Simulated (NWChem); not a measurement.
Species: C4H6Si; SMILES C(=C\[SiH3])/C#C

Results from NWChem. Pople sets run with spherical d functions. STO-3G and 3-21G are far too small for this property and stand as cheap habits. All runs use the structure optimised with B3LYP/6-31G* (spherical d). Field at 589 nm.

```tsv
level	isotropic polarisability (bohr³)	anisotropy (bohr³)
B3LYP/STO-3G	38.4	55.2
B3LYP/6-31G*	69.3	81.5
B3LYP/def2-SVP	74.8	80.7
B3LYP/def2-SVPD	?	?
```

**Question.** Some entries are withheld; supply them.

**Answer.** 
- B3LYP/def2-SVPD, isotropic polarisability (bohr³): 86.9
- B3LYP/def2-SVPD, anisotropy (bohr³): 79.5
